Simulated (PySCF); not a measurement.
# Working out the ionisation energy of Cl⁺

Cl⁺ [Ne] 3s2 3p4 (3P) → Cl²⁺ [Ne] 3s2 3p3 (4S). All numbers are calculated (PySCF 2.14, the non-relativistic Hamiltonian (point nucleus), in dyall-av3z (19s12p3d2f, 84 functions)). Frozen: [Ne]; the 26 highest virtual orbitals dropped. Energies in hartree (1 hartree = 27.21139 eV):

| part | Cl⁺ (lower) | Cl²⁺ (upper) |
| --- | --- | --- |
| UHF | -459.056853 | -458.226833 |
| MP2 opposite-spin | -0.098255 | -0.072143 |
| MP2 same-spin | -0.029038 | -0.026007 |

Problem. What does Hartree-Fock give?

Solution. (-458.226833) − (-459.056853) = 0.830020 hartree = 22.586 eV.

Problem. What do MP2 and SCS-MP2 (6/5 opposite-spin, 1/3 same-spin) give?

Solution. The opposite-spin parts differ by 0.711 eV and the same-spin parts by 0.082 eV. MP2: 22.586 + (0.711) + (0.082) = 23.379 eV. SCS-MP2: 22.586 + 1.2 × (0.711) + (0.082)/3 = 23.467 eV.

Measured between the centres of the two terms (NIST): 23.771 eV, so MP2 (valence) is off by -0.392 eV.

What remains against the reference includes basis incompleteness, the frozen core and correlation beyond second order.
